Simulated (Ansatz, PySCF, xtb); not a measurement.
Energy difference R1 + R2 → P1, each structure at its B3LYP-D3(BJ)/def2-TZVP stationary point, reached from a drawn start (curvature not checked).
R1: H2 (SMILES [H][H]), charge 0, multiplicity 1.
R2: SiH2 (SMILES [SiH2]), charge 0, multiplicity 1.
P1: SiH4 (SMILES [SiH4]), charge 0, multiplicity 1.

P less R. No zero-point or thermal terms.

Correlated levels freeze the cores.

Codes used: Ansatz (Gaussian basis) for Hartree–Fock, density functionals and correlated methods; PySCF for the D3/D4 terms; xtb for the GFN methods. No computed number here is a measurement.

| level | reaction energy (kcal/mol) |
|---|---|
| GFN2-xTB | -70.66 |
| PBE-D4/def2-TZVPP | -61.45 |
| BLYP-D3(BJ)/def2-TZVPP | -57.74 |
| B3LYP-D3(BJ)/def2-TZVPP | -60.88 |
| PBE0-D4/def2-TZVPP | -64.12 |
| BHLYP-D3(BJ)/def2-TZVPP | -64.05 |
| CAM-B3LYP/def2-TZVPP | -63.02 |
| B2PLYP-D4/def2-TZVPP | -61.90 |
| CCSD(T)/cc-pV(D+d)Z | ___ |

Task: What belongs in the gaps?

Result: 
- CCSD(T)/cc-pV(D+d)Z, reaction energy (kcal/mol): -59.39

Ansatz is a program for electronic structure.
